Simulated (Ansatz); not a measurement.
Reaction (ligand exchange at a Ge–C bond): `[CH3][GeH]([Cl])[C]#N` + HI → `[CH3][GeH]([Cl])[I]` + `C#N`

Calculated with Ansatz (gas phase, PBE0-D4/def2-TZVP geometries, no zero-point term in ΔE). CCSD(T)/CBS adds triple-zeta CCSD(T) − MP2 to the extrapolated MP2 energy (def2 sets, frozen cores). This one scheme is used for every species. DFT in def2-TZVPP. def2 core potentials past Kr. For Ge, I outer-core shells are correlated without core-valence functions, which leaves a few kJ/mol of doubt a bond. Scalar relativity is left out up to krypton.

```json
{"species": "`[CH3][GeH]([Cl])[C]#N`", "BHLYP energy (Eh)": "-2670.57899"}
{"species": "HI", "BHLYP energy (Eh)": "-298.25771"}
{"species": "`[CH3][GeH]([Cl])[I]`", "BHLYP energy (Eh)": "-2875.45600"}
{"species": "`C#N`", "BHLYP energy (Eh)": "-93.40539"}
```

**Question.** Work out ΔE.

**Answer.** ΔE = (-2875.45600) + (-93.40539) − (-2670.57899) − (-298.25771) = -0.02469 Eh = -15.5 kcal/mol. CCSD(T)/CBS gives -16.6 kcal/mol.

Largest T1 diagnostic among the species: 0.014.

At CCSD(T), def2-SVP lies +2.8 kcal/mol from the extrapolated value and def2-TZVPP +2.9 kcal/mol. The D4 term adds −1.1 kcal/mol with B3LYP and −0.5 kcal/mol with PBE0; it sums over pairs of atoms, weighted by their polarisabilities, and B3LYP, whose exchange is more repulsive, gets the larger term.

B3LYP here is the variant with VWN-RPA as its local correlation; programs differ in this.
